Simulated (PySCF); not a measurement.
19F chemical shifts

Method: structure optimised with GFN2-xTB, PBE0/pcSseg-1 with gauge-including orbitals, in PySCF (one computed conformer, averaged over atoms made equivalent by symmetry, fast rotation or ring inversion, no relativistic terms, isolated molecule).

Shieldings were converted by a linear fit to measured shifts: 19F: δ = 146.13 − 0.903σ +14.6 on sp3 carbon (rms 6.0 ppm, 223 shifts, 7.0 ppm with the 5 outliers that the fit left out vs CFCl3, solution or neat liquid). Occasional misses reach two or three times the rms, and more in compound classes unlike the fitted ones.

**Question.** Give the 19F shifts of `FC(F)[C@@H]1C=C[C@H](F)CCC1`, `C=CC(F)(F)C(F)(F)C(F)(F)F`.

**Answer.** 
```csv
compound,environment,δ (ppm)
[F:1][CH:2]([F:3])[C@@H:4]1[CH:5]=[CH:6][C@H:7]([F:8])[CH2:9][CH2:10][CH2:11]1,F3: fluorine of a CF2 group,-122.6
[F:1][CH:2]([F:3])[C@@H:4]1[CH:5]=[CH:6][C@H:7]([F:8])[CH2:9][CH2:10][CH2:11]1,F1: fluorine of a CF2 group,-134.4
[F:1][CH:2]([F:3])[C@@H:4]1[CH:5]=[CH:6][C@H:7]([F:8])[CH2:9][CH2:10][CH2:11]1,F8: fluorine on an sp3 carbon,-177.1
[CH2:1]=[CH:2][C:3]([F:4])([F:5])[C:6]([F:7])([F:8])[C:9]([F:10])([F:11])[F:12],F10/11/12: fluorine of a CF3 group (×3),-77.1
[CH2:1]=[CH:2][C:3]([F:4])([F:5])[C:6]([F:7])([F:8])[C:9]([F:10])([F:11])[F:12],F4/5: fluorine of a CF2 group (×2),-115.2
[CH2:1]=[CH:2][C:3]([F:4])([F:5])[C:6]([F:7])([F:8])[C:9]([F:10])([F:11])[F:12],F7/8: fluorine of a CF2 group (×2),-121.2
```

**Question.** Match the shifts -69.4, -179.1, -235.0 ppm to `CCC[SiH2]O/C=C/F`, `CO[C@@H]1[C@H]([SiH3])[C@H]1CF`, `FC(F)(F)C[C@H]1[C@@H]2CC[C@H]1C2`.

**Answer.** -69.4: FC(F)(F)C[C@H]1[C@@H]2CC[C@H]1C2 (fluorine of a CF3 group); -179.1: CCC[SiH2]O/C=C/F (vinylic fluorine); -235.0: CO[C@@H]1[C@H]([SiH3])[C@H]1CF (fluorine on an sp3 carbon).
